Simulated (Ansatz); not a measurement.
Z-matrix (Å, degrees):
```
Zr
C 1 2.527
C 1 2.564 2 53.2
C 1 3.027 2 82.3 3 156.1
N 1 2.031 2 102.5 3 142.6
C 1 2.517 2 32.5 3 77.9
C 1 2.559 2 32.3 3 -36.6
O 1 1.913 2 140.6 3 13.5
Cl 1 2.411 2 93.7 3 -111.8
C 1 3.115 2 118.2 3 126.5
C 1 3.241 2 131.3 3 11.7
C 1 2.522 2 53.7 3 40.4
H 2 1.081 1 117.4 3 159.3
H 3 1.081 1 118.1 2 -159.8
H 4 1.095 1 76.1 2 40.8
H 4 1.101 1 121.3 2 -61.9
H 4 1.099 1 127.8 2 141.4
H 6 1.080 1 117.0 2 123.0
H 7 1.079 1 117.5 2 -121.7
H 10 1.099 1 127.0 2 115.5
H 10 1.092 1 79.5 2 -140.1
H 10 1.101 1 120.5 2 -35.2
H 11 1.095 1 119.2 2 124.4
H 11 1.095 1 113.1 2 -106.6
H 11 1.097 1 98.7 2 7.8
H 12 1.081 1 117.2 2 159.7
```

The species carries charge 0 and has multiplicity 1. Zr: def2 effective core potential.

Problem. List the r2SCAN/def2-TZVPP orbital energies in eV (Ansatz 0.2.0). (Best estimate.)

Solution. Ansatz gave: Occupied: -2751.93, -515.84, -384.85, -274.46, -273.69, -273.59, -273.51, -273.50, -273.45, -273.42, -273.41, -253.32, -191.80, -191.76, -191.75, -56.29, -33.49, -33.11, -33.05, -25.92, -23.34, -23.13, -19.53, -18.78, -18.73, -18.39, -17.40, -15.56, -14.26, -14.22, -13.82, -11.89, -11.74, -11.54, -11.48, -11.47, -11.33, -10.31, -10.23, -10.18, -9.82, -9.76, -9.73, -9.26, -8.20, -8.01, -7.68, -7.53, -7.30, -7.10, -6.55, -6.32, -5.24. Lowest empty: -1.32, -1.10, -0.67, 0.02, 0.18, 0.48, 0.74, 0.97.
